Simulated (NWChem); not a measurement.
# CCl3F; SMILES FC(Cl)(Cl)Cl

```xyz
5

F      0.0000     0.0000     1.5819
C      0.0000     0.0000     0.2556
Cl     1.3161    -1.0354    -0.3084
Cl    -1.5547    -0.6221    -0.3084
Cl     0.2386     1.6575    -0.3084
```
Atoms are numbered in this order, from 1.

The geometry was optimised at PBE0/def2-SVP.

### Question
List the 4 lowest vertical singlet excitations from PBE/def2-SVPD, TDA (NWChem).

### Answer
| state | energy (eV) | oscillator strength | leading excitation (squared amplitude) |
|---|---|---|---|
| S1 | 5.57 | 0.000 | HOMO → LUMO (0.99) |
| S2 | 5.97 | 0.008 | HOMO−1 → LUMO (0.94) |
| S3 | 5.97 | 0.008 | HOMO−2 → LUMO (0.94) |
| S4 | 6.65 | 0.002 | HOMO → LUMO+2 (0.38) |
